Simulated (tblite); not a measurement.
Species: C7H5O3 (doublet state).
SMILES with atom numbers: `[CH3:1][C:2](=[O:3])[c:4]1[c:5][cH:6][c:7](=[O:8])[o:9][cH:10]1` (hydrogens: H11, H12, H13 on C1; H14 on C6; H15 on C10)

Structure used (GFN2-xTB), in Å, numbered top down from 1:
```
atom  x, y, z in Å
C1    -2.268    1.083   -0.277
C2    -1.693   -0.218    0.202
O3    -2.353   -1.140    0.615
C4    -0.211   -0.288    0.127
C5     0.621    0.749   -0.343
C6     1.943    0.677   -0.403
C7     2.610   -0.553    0.041
O8     3.794   -0.744    0.037
O9     1.764   -1.545    0.493
C10    0.451   -1.409    0.528
H11   -1.857    1.899    0.314
H12   -1.977    1.246   -1.313
H13   -3.350    1.071   -0.193
H14    2.593    1.458   -0.759
H15   -0.072   -2.278    0.910
```

Computed values, GFN2-xTB/tblite, gas phase, harmonic and unscaled. This tight-binding method is rough: wavenumbers can miss measured ones by several per cent, in bad cases by 10 to 20. One conformer, not necessarily the lowest. Open shells enter through the occupations alone, without spin polarisation, and single modes of such species can be off by tens of per cent.

Harmonic wavenumbers (cm⁻¹): 48.8, 73.0, 98.4, 145.5, 211.8, 313.1, 346.5, 403.2, 458.0, 490.4, 545.5, 579.0, 595.9, 668.5, 698.5, 799.1, 806.8, 827.9, 899.7, 981.4, 987.7, 1010.6, 1103.7, 1167.9, 1179.0, 1253.4, 1332.2, 1363.2, 1438.5, 1441.0, 1497.5, 1622.5, 1749.7, 1769.5, 3024.0, 3032.2, 3035.2, 3066.0, 3110.6.

A = 3856, B = 837.9, C = 691.3 MHz; mass 137.024 u (most abundant isotopes); point group Cs, symmetry number 1; spin multiplicity 2.

Task: Zero-point energy?

Result: ½Σν̃ = 22088 cm⁻¹ = 264.23 kJ/mol.

Task: Entropy at 273.15 K, 1 bar (ideal gas, RRHO, classical rotation)?

Result: Translation 168.40, rotation 121.73, vibration 97.54, spin (R ln 2) 5.76: S = 393.4 J/(mol K).

Task: And Cp and H(273.15 K) − H(0)?

Result: Cp = 136.89 J/(mol K), of which vibrations give 103.63 (their classical limit is 39 R = 324.3); H(273.15 K) − H(0) = 23.17 kJ/mol without the zero-point energy, 14.09 from vibrations.

Task: Blend soft modes into free rotors: weight 1/[1 + (100 cm⁻¹/ν̃)⁴] for the oscillator and the rest for a rotor with moment μB/(μ + B), μ = h/(8π²ν), B = 10⁻⁴⁴ kg m². What vibrational entropy results?

Result: 88.89 J/(mol K) in place of 97.54, which changes −T·S at 273.15 K by +2.36 kJ/mol.

Task: Which modes carry the vibrational entropy at 273.15 K?

Result: 48.8 cm⁻¹: 19.63; 73.0 cm⁻¹: 16.31; 98.4 cm⁻¹: 13.87; 145.5 cm⁻¹: 10.73; 211.8 cm⁻¹: 7.82; 313.1 cm⁻¹: 5.04 J/(mol K); the other 33 give 24.14 together.

Task: What must be added to the electronic energy to get the Gibbs energy at 273.15 K and 1 bar?

Result: ZPE + [H(273.15 K) − H(0)] − T·S = 264.23 + 23.17 − 107.47 = 179.93 kJ/mol.

Hindered rotation and anharmonicity are outside this model. Other conformers, if any are populated, would add a mixing term that is left out.
